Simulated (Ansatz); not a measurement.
B(Cl)(vinyl)(OH) (C₂H₄BClO), SMILES C(=C)B(O)Cl.

Geometry: ωB97X-D3(BJ)/def2-SVP. One conformer was computed; it need not be the lowest.

Two levels are set side by side: PBE/def2-SVPD (Ansatz, a quantum-chemistry and plane-wave program) and CAM-B3LYP/def2-SVPD (Ansatz). Energy differences of separate SCF runs at the same geometry; the states with an electron removed or added have multiplicity 2 and 2. Differences are taken from unrounded values.

```json
[
 {"quantity": "vertical ionisation energy (eV)", "CAM-B3LYP": "10.52"},
 {"quantity": "vertical singlet–triplet gap (eV)", "CAM-B3LYP": "3.84"}
]
```

### Question
What does PBE give, and how far is it from CAM-B3LYP? (The exact figures need the calculation; the answer reports its results.)

### Answer

```tsv
quantity	PBE	PBE minus CAM-B3LYP
vertical ionisation energy (eV)	10.27	-0.26
vertical singlet–triplet gap (eV)	3.88	0.03
```
